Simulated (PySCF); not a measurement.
**Excitation energy of Sc by level of theory**

Sc [Ar] 3d1 4s2 (2D) → Sc [Ar] 3d3 (4F), as a difference of total energies. All numbers are calculated (PySCF 2.14, the non-relativistic Hamiltonian (point nucleus), in aug-cc-pVTZ (8s7p5d3f2g, 93 functions)). Correlated levels: valence: [Ar] frozen. The calculations carry no spin-orbit coupling.

```csv
method,excitation energy (eV)
UHF,4.491
MP2 (valence),4.491
SCS-MP2 (valence),5.113
CCSD (valence),4.442
CCSD(T) (valence),4.407
```

Question: How much does correlation contribute at CCSD(T) (valence)?

Answer: 4.407 − (4.491) = -0.084 eV, measured against UHF.

The coupled-cluster amplitudes are large for the upper state (T1 above 0.03 or a double amplitude above 0.15), so a single reference is strained.
